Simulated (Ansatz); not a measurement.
Basis-set extrapolation for F₂H₃O₂Si₂ (`O[SiH][Si](O)(F)F`) radical (PBE0-D4/def2-TZVP geometry, frozen core, Ansatz). Multiplicity 2, UHF reference.

```tsv
	def2-TZVPP	def2-QZVPP
HF	-928.612868	-928.648834
MP2 correlation	-1.184335	-1.291183
CCSD(T) correlation	-1.246053	not run
```

Energies in hartree. Use E(X) = E(∞) + A·exp(−7.88·√X) for Hartree–Fock and E(X) = E(∞) + B·X^(−2.97) for correlation, with X = 3 and 4, and add CCSD(T) minus MP2 of the smaller set to the MP2 limit.

Question: What is the CCSD(T) energy at the basis-set limit?

Answer: HF limit: -928.648834 + (-0.035966) × 0.13774 = -928.65379. MP2 limit: -1.291183 + (-0.106848) × 0.74074 = -1.37033. Higher-order term: -1.246053 − (-1.184335) = -0.06172. Total: -930.08584 hartree, 595.8 kJ/mol below CCSD(T)/def2-TZVPP.
